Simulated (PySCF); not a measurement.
Compound: C₅H₁₁FO₂Si.
Atom-mapped SMILES: `[CH3:1][O:2][Si:3]([F:4])([O:5][CH3:6])[CH:7]1[CH2:8][CH2:9]1`

Definitions: NICS(0) = −σiso at the ring centroid; NICS(1) = −σiso and NICS(1)zz = −σzz at ±1 Å along the ring normal z. Level: GIAO PBE0/pcSseg-1 (PySCF, non-relativistic, gas phase) on the GFN2-xTB geometry, one conformer.

Ring bond lengths (Å), with Mayer bond orders in brackets: C7–C8 1.505 (0.96), C8–C9 1.490 (0.98), C9–C7 1.506 (0.95).

Problem. What do the NICS probes read (ppm)?

Solution. 
```csv
ring,type,NICS(0),"NICS(1), two faces","NICS(1)zz, two faces",rms pucker (Å),"centre to ring atoms, mean (Å)"
C7–C8–C9,3-membered carbocycle; formal bonds all single,-45.4,-9.4 / -8.5,-25.4 / -24.6,0.00,0.87
```

Problem. What can be read from them?

Solution. 
- C7–C8–C9: mean NICS(1)zz -25.0 ppm, shielded. C7, C8, C9 have four or more neighbours, and the NICS criterion for π rings isn't applied. NICS(0) lies 36 ppm below the mean NICS(1).

The values belong to the conformer `[CH3:1][O:2][Si:3]([F:4])([O:5][CH3:6])[CH:7]1[CH2:8][CH2:9]1`: C1–O2–Si3–F4 -60°, O2–Si3–O5–C6 44°, O2–Si3–C7–C8 -152°.
